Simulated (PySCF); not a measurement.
**One molecule, a ladder of functionals, a line**

Molecule: `[SiH3]N([SiH3])[SiH3]`, H9NSi3.

Mapped SMILES: `[SiH3:1][N:2]([SiH3:3])[SiH3:4]`; H(Xn) means a hydrogen on atom n.

GIAO shieldings (ppm, equivalent atoms averaged) in PySCF 2.14.0 with density-fitted response routines on the PBE0-D3(BJ)/def2-SVP geometry, basis pcSseg-2, gas phase, non-relativistic:

```tsv
functional	exact exchange (%)	σ(Si1/Si3/Si4)
BLYP	0	362.6
BP86	0	369.2
PBE	0	370.3
PBE0	25	386.7
mPW1PW91	25	385.7
BHandHLYP	50	395.1
HF	100	431.4
```

(1) Fit each shielding as a line in the percentage of exact exchange.

(2) What does the line predict for B3LYP (20 %), and what does the run give?

Answers

(1) σ(Si1/Si3/Si4) = 368.0 + 0.63 x (rms 3.1 ppm). The functionals also differ in their semilocal parts, which the line can't hold; Hartree–Fock has no correlation at all.

(2) σ(Si1/Si3/Si4): 380.6 predicted, 375.4 computed ppm.
